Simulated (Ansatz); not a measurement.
Input file for Ansatz (a quantum-chemistry and plane-wave program): R-B3LYP-D3(BJ)/def2-TZVP on C2H7NO2 (a complex).

Ansatz 0.2 input:
```yaml
crystal:
  periodic: [false, false, false]
  atoms:
    - {symbol: C, position_ang: [-0.20617129, 0.28798294, -0.16492679]}
    - {symbol: N, position_ang: [0.51304420, -0.41551810, 0.88988379]}
    - {symbol: H, position_ang: [0.37736982, 1.15634624, -0.46900187]}
    - {symbol: H, position_ang: [-1.15939018, 0.63210614, 0.23315228]}
    - {symbol: H, position_ang: [-0.40120276, -0.32806347, -1.04963277]}
    - {symbol: H, position_ang: [1.40851668, -0.75047926, 0.54985075]}
    - {symbol: H, position_ang: [-0.01925150, -1.21897075, 1.21630183]}
    - {symbol: O, position_ang: [-0.37204550, -1.31479821, 3.60817792]}
    - {symbol: C, position_ang: [0.03644264, -0.26096323, 4.01610855]}
    - {symbol: O, position_ang: [0.58168202, 0.68096616, 3.29835495]}
    - {symbol: H, position_ang: [-0.01023631, 0.02936208, 5.08039568]}
    - {symbol: H, position_ang: [0.61425768, 0.38337309, 2.31610348]}
basis:
  gaussian:
    orbitals: def2-TZVP
hamiltonian:
  xc: b3lyp
  dispersion: d3bj
relax: {f_tol: 0.004, max_steps: 120}
scf: {lower_state_search: off}
```

### Question
Predict the final total energy.

### Answer
-285.7805 hartree.

### Question
How many basis functions does it have, and what does it roughly cost on one machine?

### Answer
197 functions; around 110 core-seconds (rough).
